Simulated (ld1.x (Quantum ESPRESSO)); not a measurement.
**u(r) = r·R(r): atom against pseudo-atom (Hf)**

Columns: radius, all-electron u(r) and pseudo u(r) of the 6s shell (level -7.95 eV) of hafnium in the configuration [Xe] 4f14 5d2 6s1.5 6p0; PBE, scalar-relativistic, TM scheme, ld1.x (Quantum ESPRESSO) 7.5.

```
r (bohr)  all-electron   pseudo
   0.195        0.0838  -0.0214
   0.390       -0.1770  -0.0439
   0.585        0.0669  -0.0688
   0.780        0.2688  -0.0974
   0.975        0.2792  -0.1315
   1.170        0.1643  -0.1731
   1.365       -0.0001  -0.2247
   1.560       -0.1666  -0.2879
   1.755       -0.3119  -0.3619
   1.950       -0.4277  -0.4412
   2.145       -0.5135  -0.5151
   2.340       -0.5721  -0.5722
   2.535       -0.6076  -0.6076
   2.730       -0.6240  -0.6240
   2.925       -0.6253  -0.6253
   3.120       -0.6146  -0.6146
   3.315       -0.5947  -0.5947
   3.510       -0.5682  -0.5682
   3.705       -0.5371  -0.5371
   3.900       -0.5032  -0.5032
   4.095       -0.4679  -0.4679
   4.290       -0.4322  -0.4322
   4.485       -0.3971  -0.3971
   4.680       -0.3631  -0.3631
   4.875       -0.3307  -0.3307
   5.070       -0.3002  -0.3002
```

(1) How many radial nodes do the two functions have?

(2) At about which radius was the pseudo-wave matched?

(3) Is the pseudo-wave norm-conserving?

## Answers

(1) The all-electron 6s function has n − l − 1 = 5 (the table is too coarse to show those close to the nucleus); the pseudo-wave has 0, since the states of the same l below it are removed with the core.

(2) 2.45 bohr, where the columns begin to agree (steps of 0.20 bohr).

(3) Yes: the TM scheme keeps the norm inside the radius equal to the all-electron one, which fixes the energy derivative of the logarithmic derivative at the level.
